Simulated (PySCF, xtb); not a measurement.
H5Si, SMILES [SiH5-], charge -1.

GFN2-xTB (xtb) at its own geometry gives an orbital gap of 6.11 eV.

Geometry: PBE0-D3(BJ)/def2-TZVPD.

### Question
What does M06-2X/def2-TZVPD run with PySCF give? (The exact figures need the calculation; the answer reports its results.)

### Answer
gap 5.72 eV (levels -0.92 and 4.80 eV).
